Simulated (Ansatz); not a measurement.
Start from `C#CC(C)[SiH3]` and change one atom or group to get `CC[SiH3]`.

Ansatz, PBE0-D4/def2-TZVP geometries, multiplicity 1. 

```
                                          property  `C#CC(C)[SiH3]`
              HOMO–LUMO gap (PBE0/def2-TZVPP) / eV             7.82
size of the dipole moment (ωB97M-V/def2-TZVPP) / D             0.73
               HOMO–LUMO gap (PBE/def2-TZVPP) / eV             5.82
             HOMO energy (ωB97M-V/def2-TZVPP) / eV            -9.58
  size of the dipole moment (B3LYP/def2-TZVPP) / D             0.75
                HOMO energy (PBE0/def2-TZVPP) / eV            -7.39
```

Task: What does the change do to each property? (Estimate.)

Result: Ansatz gave: 
```tsv
property	`CC[SiH3]`	shift
HOMO–LUMO gap (PBE0/def2-TZVPP) / eV	9.22	1.40
size of the dipole moment (ωB97M-V/def2-TZVPP) / D	0.89	0.16
HOMO–LUMO gap (PBE/def2-TZVPP) / eV	7.15	1.33
HOMO energy (ωB97M-V/def2-TZVPP) / eV	-10.77	-1.19
size of the dipole moment (B3LYP/def2-TZVPP) / D	0.89	0.14
HOMO energy (PBE0/def2-TZVPP) / eV	-8.52	-1.13
```

With PBE0 the HOMO falls by 1.13 eV and the LUMO rises by 0.27 eV, so the gap widens by about 1.40 eV. PBE moves the HOMO by -1.01 eV and ωB97M-V by -1.19 eV. The zero-point energy changes by -25.4 kJ/mol with -6 modes. Dipoles are sizes alone; their direction can turn.

Positive LUMOs are unbound, so they and the gaps depend on the basis.

B3LYP here is the variant with VWN-RPA as its local correlation; programs differ in this.
